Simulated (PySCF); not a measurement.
Two species compared at the same levels of theory.

First species: C7H6FN.
SMILES: `[H]/N=C\c1ccc(F)cc1`

Second species: C2H5ClS2Si.
Bonds: Cl1–Si2, Si2–S3, S3–C4, C4–C5, C5–S6, Si2–S6. Hydrogens: H7 on Si2; H8, H9 on C4; H10, H11 on C5.

Levels: PBE0/def2-SVPD for HOMO energy, LUMO energy, HOMO–LUMO gap and static isotropic polarisability; TDDFT PBE0/def2-SVPD for lowest singlet excitation; TDA PBE0/def2-SVPD for lowest triplet excitation (Tamm–Dancoff). Geometries: GFN2-xTB. All species are isolated and taken at one optimised geometry, non-relativistic unless stated. Electronic properties by PySCF.

The conformers computed, where there is a choice (atom-mapped SMILES and torsion angles):
- `[H]/[N:1]=[CH:2]\[c:3]1[cH:4][cH:5][c:6]([F:7])[cH:8][cH:9]1`: N1–C2–C3–C4 0°

The conformers of `Cl[SiH]1SCCS1` aren't listed.

Q: Which has the higher static isotropic polarisability?

A: The second: 99.4 au against 89.0 au, a difference of 10.4 au.

Q: Which has the higher T1 energy?

A: The second: 4.78 eV against 3.49 eV, a difference of 1.29 eV.

Q: Which of the two has the higher LUMO energy, and by how much?

A: The second: -0.67 eV against -1.63 eV, a difference of 0.96 eV.

Q: Which has the higher HOMO–LUMO gap?

A: The second: 6.57 eV against 5.79 eV, a difference of 0.78 eV.

Q: Which of the two has the higher HOMO energy, and by how much?

A: The second: -7.24 eV against -7.42 eV, a difference of 0.18 eV.

Q: Which of the two has the higher S1 energy, and by how much?

A: The second: 5.14 eV against 4.43 eV, a difference of 0.71 eV.

On the first: In wavenumbers S1 is 35700 cm⁻¹ (1 eV = 8065.54 cm⁻¹). S1 lies 1.36 eV below the HOMO–LUMO gap; its leading configuration is HOMO−1→LUMO, weight 0.96.

On the second: The vertical singlet–triplet gap S1 − T1 is 0.36 eV (TDDFT singlet less Tamm–Dancoff triplet; S1: HOMO→LUMO, weight 0.96; T1: HOMO→LUMO, weight 0.90). S1 lies 1.43 eV below the HOMO–LUMO gap; its leading configuration is HOMO→LUMO, weight 0.96.
